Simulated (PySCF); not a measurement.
# Ionisation energy of Te by level of theory

Te [Kr] 4d10 5s2 5p4 (3P) → Te+ [Kr] 4d10 5s2 5p3 (4S), as a difference of total energies. Computed with PySCF 2.14 in aug-cc-pV5Z-PP with ECP28MDF (8s8p6d4f3g2h, 139 functions), with a scalar-relativistic core potential. Correlated levels: valence: 4s2 4p6 4d10 frozen. The calculations carry no spin-orbit coupling.

| method | ionisation energy (eV) | error (eV) |
| --- | --- | --- |
| UHF | 7.734 | -1.015 |
| LDA | 9.001 | +0.252 |
| PBE | 8.733 | -0.016 |
| PBE0 | 8.731 | -0.018 |
| r2SCAN | 8.748 | -0.001 |
| TPSS | 8.726 | -0.023 |
| M06-2X | 8.435 | -0.314 |
| revPBE | 8.653 | -0.096 |
| MP2 (valence) | 8.504 | -0.245 |
| SCS-MP2 (valence) | 8.593 | -0.156 |

Reference: 8.749 eV (measured; NIST levels, between the centres of gravity of the two terms).
